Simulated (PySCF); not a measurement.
A PySCF script (with the pyscf-properties extension) for the NMR shieldings of `CC(P([BH3-])C(C)(C)C)(C)C`, [C$_{8}$H$_{21}$BP]-, on a PBE0-D3(BJ)/def2-SVP geometry:

```python
import basis_set_exchange as bse
import numpy as np
from pyscf import gto, scf
from pyscf.prop import nmr

atoms = """
B    -0.066383    2.301032    0.231816
P     0.171461    0.591861   -0.743555
C     1.630106   -0.266389    0.166745
C     2.757361    0.769494    0.125498
C     2.097316   -1.497884   -0.613213
C     1.369709   -0.637805    1.623449
C    -1.433650   -0.382343   -0.320805
C    -2.458429    0.185654   -1.309664
C    -1.964851   -0.165404    1.095343
C    -1.290200   -1.877111   -0.597591
H    -1.190434    2.726753   -0.073066
H     0.791606    3.089134   -0.184849
H     0.023099    2.166886    1.463976
H     2.935571    1.117586   -0.905769
H     2.502992    1.651627    0.729890
H     3.697267    0.326871    0.507867
H     3.036677   -1.899563   -0.184128
H     1.354534   -2.308368   -0.597992
H     2.281483   -1.238354   -1.667904
H     2.308582   -0.954040    2.120201
H     0.659304   -1.474580    1.712568
H     0.960441    0.224021    2.172060
H    -3.447551   -0.287731   -1.156270
H    -2.142415    0.007152   -2.349983
H    -2.567865    1.272266   -1.172378
H    -2.036060    0.908908    1.318160
H    -2.969430   -0.620373    1.207137
H    -1.310468   -0.616695    1.854258
H    -0.645605   -2.373734    0.144113
H    -0.859850   -2.056762   -1.596410
H    -2.278902   -2.374727   -0.555965
"""
names = dict.fromkeys(["B", "P", "C", "H"], "pcSseg-1")
basis = {el: gto.basis.parse(bse.get_basis(n, elements=[el], fmt="nwchem")) for el, n in names.items()}
mol = gto.M(atom=atoms, basis=basis, charge=-1, verbose=0)
mf = scf.RHF(mol)
mf.conv_tol = 1e-9
mf.kernel()

calc = nmr.RHF(mf)   # GIAO
C = mf.mo_coeff
Co = C[:, mf.mo_occ > 0]
resp = mf.gen_response(singlet=True, hermi=2)
def vind(x):   # induced exchange potential for any number of trial vectors
    d = np.einsum("pi,xij,qj->xpq", C, 2 * x.reshape(-1, C.shape[1], Co.shape[1]), Co, optimize=True)
    return np.einsum("xpq,pi,qj->xij", resp(d - d.transpose(0, 2, 1)), C, Co, optimize=True).ravel()
mo1, _ = nmr.rhf.solve_mo1(calc, with_cphf=vind)
sigma = calc.kernel(mo1)
for i, s in enumerate(sigma):   # ppm
    print("%2d %-2s %9.2f" % (i, mol.atom_pure_symbol(i), np.trace(s) / 3))
```

Q: What does it print?

A: 
```
 0 B     147.69
 1 P     354.55
 2 C     168.90
 3 C     159.38
 4 C     156.11
 5 C     165.06
 6 C     169.28
 7 C     158.04
 8 C     164.88
 9 C     157.25
10 H      31.35
11 H      31.16
12 H      30.98
13 H      31.04
14 H      30.02
15 H      31.93
16 H      31.40
17 H      30.41
18 H      30.66
19 H      31.52
20 H      30.93
21 H      29.47
22 H      31.88
23 H      31.05
24 H      30.06
25 H      29.50
26 H      31.74
27 H      30.68
28 H      30.63
29 H      30.69
30 H      31.23
```

These numbers come from an equivalent density-fitted implementation of the same equations, which agrees with the script to about 0.01 ppm for H and up to a few tenths of a ppm for heavy atoms, so last digits may differ.

Q: Turn these shieldings into chemical shifts. Shifts are taken against calculated references (same method and geometry level): BF3·OEt2 for ¹¹B (σref 115.29); ³¹P (σref 356.22) against H3PO4; ¹³C (σref 190.85) and ¹H (σref 31.69) vs TMS.

A: Averaging equivalent atoms: B 0: -32.4; P 1: 1.7; C 3/4/5/7/8/9: 30.7; C 2/6: 21.8; H 13/14/15/16/17/18/19/20/21/22/23/24/25/26/27/28/29/30: 0.86; H 10/11/12: 0.52 ppm. Experimental scales use liquid or dissolved standards, which lie at an offset from isolated H3PO4.

Size and cost of the density-fitted run: 282 basis functions, 47 s wall time on 1 thread of an Arm Neoverse V1, shared host; peak memory 1.7 GiB.
